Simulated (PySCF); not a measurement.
**CuBr: a composite coupled-cluster calculation**

State: ¹Σ⁺, singlet, closed shell. De refers to Cu (3d10 4s1) + Br. RHF-based CCSD(T) in PySCF 2.14 with Cu cc-pVTZ-PP with ECP10, Br cc-pVTZ-PP with ECP10 and Cu cc-pVQZ-PP with ECP10, Br cc-pVQZ-PP with ECP10 (frozen core orbitals: 13; scalar-relativistic core potentials). Correlation energies are extrapolated as n⁻³ (n = 3, 4), Hartree–Fock as (n+1)·exp(−9√n).

```json
{"Level": "CCSD(T)/TZ", "Re (Å)": "2.1867", "ωe (cm⁻¹)": "308.6", "ωexe (cm⁻¹)": "0.929", "αe (cm⁻¹)": "0.000451", "De (eV)": "3.313"}
{"Level": "CCSD(T)/QZ", "Re (Å)": "2.1788", "ωe (cm⁻¹)": "311.4", "ωexe (cm⁻¹)": "0.947", "αe (cm⁻¹)": "0.000454", "De (eV)": "3.422"}
{"Level": "HF/CBS", "Re (Å)": "2.2781", "ωe (cm⁻¹)": "271.6", "ωexe (cm⁻¹)": "0.764", "αe (cm⁻¹)": "0.000401", "De (eV)": "2.363"}
{"Level": "MP2/CBS", "Re (Å)": "2.1398", "ωe (cm⁻¹)": "330.0", "ωexe (cm⁻¹)": "0.993", "αe (cm⁻¹)": "0.000468", "De (eV)": "3.673"}
{"Level": "CCSD/CBS", "Re (Å)": "2.1867", "ωe (cm⁻¹)": "307.8", "ωexe (cm⁻¹)": "0.906", "αe (cm⁻¹)": "0.000442", "De (eV)": "3.370"}
{"Level": "CCSD(T)/CBS", "Re (Å)": "2.1739", "ωe (cm⁻¹)": "314.3", "ωexe (cm⁻¹)": "0.953", "αe (cm⁻¹)": "0.000453", "De (eV)": "3.496"}
```

How much is left between CCSD(T)/QZ and the basis-set limit, and how much do the triples give at the limit?

CCSD(T)/CBS less CCSD(T)/QZ: -4.9 mÅ in Re, +2.9 cm⁻¹ in ωe and +0.074 eV in De. CCSD(T)/CBS less CCSD/CBS: -12.8 mÅ in Re, +6.5 cm⁻¹ in ωe and +0.126 eV in De.

The T1 diagnostic is 0.028, large enough to doubt a single reference. The open-shell atoms are computed with UHF. Spin–orbit coupling, excitations beyond (T) and corrections to the Born–Oppenheimer picture are left out.

The whole job (state search and all basis sets along the bond) took about 20 min on 4 threads of Arm Neoverse N1 (shared host), peak memory 8.2 GiB.
